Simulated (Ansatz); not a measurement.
Relaxation of a periodic cell of 13 atoms, Tc12H (host Tc, host structure hcp, interstitial H), to a largest force component of 0.03 eV/Å in at most 60 steps.

Method: DFT PBE, scalar-relativistic, plane waves, PAW (Ansatz). Settings: cutoff 600 eV, k mesh 4x3x4, gaussian smearing 0.15 eV, no spin polarisation.

```xyz
13
Lattice="5.4800 0.0000 0.0000 -4.1100 7.1187 0.0000 0.0000 0.0000 4.3950" Properties=species:S:1:pos:R:3:forces:R:3
Tc 0.000 0.000 0.000 -0.61 -0.33 0.44
Tc 0.000 1.582 2.197 -0.66 0.32 -0.46
Tc -1.370 2.373 0.000 -0.02 0.08 0.03
Tc -1.370 3.955 2.197 -0.02 0.02 -0.01
Tc -2.740 4.746 0.000 0.00 -0.03 0.04
Tc -2.740 6.328 2.197 0.01 -0.72 -0.43
Tc 2.740 0.000 0.000 0.53 -0.23 0.36
Tc 2.740 1.582 2.197 0.55 0.28 -0.37
Tc 1.370 2.373 0.000 0.03 0.66 0.40
Tc 1.370 3.955 2.197 0.01 0.02 -0.05
Tc 0.000 4.746 0.000 0.02 -0.02 0.02
Tc 0.000 6.328 2.197 -0.01 -0.08 -0.04
H 1.331 0.786 3.277 0.17 0.02 0.07
```

Q: Where does it end, and by what steps?

A: The forces met the threshold. The force dipped under the threshold on the way, but the program's further checks kept it going. Limits of this set-up: coarse k mesh, odd electron count without spin. After 6 steps the energy has fallen by 0.134 eV; Tc2 moved furthest, 0.06 Å.

```json
{"step": "0", "energy less start (eV)": "0.0000", "largest force component (eV/Å)": "0.719", "accepted": "yes"}
{"step": "1", "energy less start (eV)": "-0.0922", "largest force component (eV/Å)": "0.295", "accepted": "yes"}
{"step": "2", "energy less start (eV)": "-0.1128", "largest force component (eV/Å)": "0.153", "accepted": "yes"}
{"step": "3", "energy less start (eV)": "-0.1264", "largest force component (eV/Å)": "0.122", "accepted": "yes"}
{"step": "4", "energy less start (eV)": "-0.1265", "largest force component (eV/Å)": "0.184", "accepted": "yes"}
{"step": "5", "energy less start (eV)": "-0.1339", "largest force component (eV/Å)": "0.028", "accepted": "yes"}
{"step": "6", "energy less start (eV)": "-0.1339", "largest force component (eV/Å)": "0.028", "accepted": "yes"}
```

```xyz
13
Lattice="5.4800 0.0000 0.0000 -4.1100 7.1187 0.0000 0.0000 0.0000 4.3950" Properties=species:S:1:pos:R:3
Tc -0.030 -0.014 0.047
Tc -0.030 1.592 2.145
Tc -1.373 2.377 0.021
Tc -1.370 3.961 2.163
Tc -2.740 4.745 0.025
Tc -2.743 6.298 2.152
Tc 2.764 -0.011 0.050
Tc 2.764 1.595 2.147
Tc 1.367 2.402 0.042
Tc 1.364 3.955 2.170
Tc -0.006 4.739 0.032
Tc -0.003 6.323 2.174
H 1.367 0.791 3.295
```

Time of the run: 49 s on 4 threads of AMD EPYC 9R45 96-Core Processor (Zen 5), on a shared host, peak memory 1.5 GiB.
